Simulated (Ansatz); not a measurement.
`[CH3][GeH2][SiH2]P` and `[CH3][GeH2][SiH2]Cl` differ in one atom or group.

Ansatz, PBE0-D4/def2-TZVP geometries, multiplicity 1. Each molecule was computed in one conformer, which needn't be the lowest.

Scalar relativity is left out up to krypton.

```json
{"property": "HOMO–LUMO gap (PBE0/def2-TZVPP) / eV", "`[CH3][GeH2][SiH2]P`": "7.50"}
{"property": "LUMO energy (PBE/def2-TZVPP) / eV", "`[CH3][GeH2][SiH2]P`": "-0.84"}
{"property": "HOMO energy (PBE0/def2-TZVPP) / eV", "`[CH3][GeH2][SiH2]P`": "-7.54"}
{"property": "LUMO energy (PBE0/def2-TZVPP) / eV", "`[CH3][GeH2][SiH2]P`": "-0.04"}
{"property": "LUMO energy (B3LYP/def2-TZVPP) / eV", "`[CH3][GeH2][SiH2]P`": "-0.23"}
{"property": "HOMO–LUMO gap (PBE/def2-TZVPP) / eV", "`[CH3][GeH2][SiH2]P`": "5.60"}
```

**Question.** What does the change do to each property? (Best estimate.)

**Answer.** Computed: 
```
                            property  `[CH3][GeH2][SiH2]Cl`  shift
HOMO–LUMO gap (PBE0/def2-TZVPP) / eV                   7.52   0.02
   LUMO energy (PBE/def2-TZVPP) / eV                  -1.21  -0.37
  HOMO energy (PBE0/def2-TZVPP) / eV                  -7.88  -0.34
  LUMO energy (PBE0/def2-TZVPP) / eV                  -0.36  -0.32
 LUMO energy (B3LYP/def2-TZVPP) / eV                  -0.54  -0.31
 HOMO–LUMO gap (PBE/def2-TZVPP) / eV                   5.53  -0.07
```

B3LYP here is the variant with VWN-RPA as its local correlation; programs differ in this.
